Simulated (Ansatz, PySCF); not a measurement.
Here is a job for PySCF.
```python
from pyscf import gto, scf, dft

mol = gto.M(
    atom='''
C    -0.713838    0.053408   -0.146238
N     0.642680   -0.048026    0.156291
H    -1.303789   -0.827503    0.021658
H    -1.165170    1.013496    0.017364
H     1.189671    0.752329   -0.129768
H     1.063558   -0.922583   -0.125860
''',
    basis='cc-pvdz',
    charge=0,
    spin=1,
    verbose=4,
)

mf = dft.UKS(mol)
mf.xc = 'r2scan'
mf.grids.atom_grid = (99, 590)
mf.grids.prune = None
mf.kernel()
```

Task: Write the same job for Ansatz (an electronic-structure program).

Result: This is not unique; one that fits is 
Ansatz 0.2 input:
```yaml
crystal:
  periodic: [false, false, false]
  atoms:
    - {symbol: C, position_ang: [-0.71383820, 0.05340766, -0.14623816]}
    - {symbol: N, position_ang: [0.64268006, -0.04802632, 0.15629072]}
    - {symbol: H, position_ang: [-1.30378940, -0.82750337, 0.02165825]}
    - {symbol: H, position_ang: [-1.16517043, 1.01349598, 0.01736352]}
    - {symbol: H, position_ang: [1.18967095, 0.75232861, -0.12976755]}
    - {symbol: H, position_ang: [1.06355764, -0.92258292, -0.12586027]}
basis:
  gaussian:
    orbitals: cc-pVDZ
hamiltonian:
  xc: r2scan
magnetization: {spin_polarized: true, initial_magnetization: 1}
accuracy: high
```

Both were run: PySCF gave -95.145654 Eh and Ansatz -95.145654 Eh, 0.000 mEh apart.
